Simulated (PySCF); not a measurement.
BeF₂, SMILES [F][Be][F]. Coordinates come from a r2SCAN-D4/def2-TZVP optimisation. The isomer is the one that the SMILES or the coordinates give; other isomers of the formula were not compared.

All values below come from r2SCAN-D4/def2-TZVP in PySCF.

Harmonic wavenumbers (cm⁻¹): 345, 345, 716, 1558. Rotational constants (GHz): 6.966 (linear); symmetry number 2.

**Question.** Work out the zero-point energy and the ideal-gas rigid-rotor harmonic-oscillator thermochemistry at 298.15 K and 1 atm.

**Answer.** ZPE = ½ Σ hcν = ½ × 2963 cm⁻¹ = 4.24 kcal/mol. H − E(el) = 6.84 kcal/mol. Entropy in cal/(mol K): translation 37.47, rotation 14.11, vibration 2.68, total 54.26. G − E(el) = -9.34 kcal/mol. Cp = 10.99 cal/(mol K).
